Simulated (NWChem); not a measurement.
MgH2S; SMILES [MgH][SH]

```xyz
4

Mg     0.2335    -1.1423     0.0000
H      0.3869    -2.8293     0.0000
S      0.0624     1.1706     0.0000
H     -1.2907     1.1478     0.0000
```
Atoms are numbered in this order, from 1.

Level: PBE0/def2-SVP (NWChem), optimised geometry, unscaled harmonic frequencies. 

Task: List the harmonic frequencies with IR intensities, and the thermochemistry.

Result: 
| frequency (cm⁻¹) | IR intensity (km/mol) |
|---|---|
| 327 | 224.0 |
| 350 | 223.2 |
| 436 | 24.8 |
| 540 | 25.8 |
| 1639 | 169.9 |
| 2702 | 1.8 |

The zero-point energy is 8.6 kcal/mol. The thermal correction to the enthalpy at 298.15 K (with zero-point energy) comes out as 11.7 kcal/mol and the heat capacity Cv is 11.8 cal/(mol K). The entropy at 298.15 K and 1 atm (symmetry number 1) comes out as 62.9 cal/(mol K) and the dipole moment is 1.24 D.

Rigid rotor and harmonic oscillator.
